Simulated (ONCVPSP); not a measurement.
## Transferability test, ONCV potential for Mg

magnesium, optimised norm-conserving Vanderbilt (ONCV), made with ONCVPSP 4.0.1 (Wu-Cohen, non-relativistic). Core [He], reference 2s2 2p6 3s1.75 (charge +0.25). Waves: 2s+3s: rc 1.15 bohr, ncon 3, nbas 8, qcut 11.6 1/bohr, 3 projectors, debl 3.4 Ha; 2p: rc 1.10 bohr, ncon 5, nbas 8, qcut 10.1 1/bohr, 2 projectors, debl 1.6 Ha; d scattering state at 0.03 Ha: rc 1.05 bohr, ncon 4, nbas 8, qcut 10 1/bohr, 2 projectors, debl 2.9 Ha. Local part: polynomial inside 0.85 bohr (lpopt 5, dvloc0 0 Ha). Core correction: polynomial model core, fcfact 0.7.

In the p channel the program set the typed energies aside and used -1.792, 0.250 Ha.

Energies are relative to the spin-unpolarised reference configuration 2s2 2p6 3s1.75; without spin polarisation the order of configurations can differ from experiment.

```csv
valence configuration,charge,ΔE all-electron (eV),error AE − PS (meV)
2s2 2p6 3s2,0,-1.363,0.0
2s2 2p6 3s1,+1,6.544,-0.1
2s2 2p6 3s0,+2,21.303,-1.4
```

(1) What are ΔE and the potential's error for 2s2 2p6 3s1.5?

## Answers

(1) ΔE = 1.763 eV all-electron; the error (AE − PS) is 0.0 meV.
